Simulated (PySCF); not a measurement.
A series of related compounds: SMILES FC(F)(F)c1cn[nH]n1, C3H2F3N3; SMILES FC(F)(F)c1cn[nH]n1, C3H2F3N3; `FC(F)(F)c1cn[nH]n1`, C3H2F3N3.

- shieldings: GIAO PBE0/pcSseg-1
- geometry from GFN2-xTB
- program: PySCF 2.14
- non-relativistic Hamiltonian, single conformer, averaged over atoms made equivalent by symmetry, fast rotation or ring inversion, isolated molecule

Scale: 19F vs CFCl3 (reference shieldings calculated alike).

**Question.** How does the 19F shift change along the series?

**Answer.** 
```json
{"compound": "FC(F)(F)c1cn[nH]n1", "change": "base", "δ (ppm)": "-75.8", "HOMO–LUMO gap (eV)": "7.95"}
{"compound": "FC(F)(F)c1cn[nH]n1", "change": "base", "δ (ppm)": "-75.8", "HOMO–LUMO gap (eV)": "7.95"}
{"compound": "FC(F)(F)c1cn[nH]n1", "change": "base", "δ (ppm)": "-75.8", "HOMO–LUMO gap (eV)": "7.95"}
```
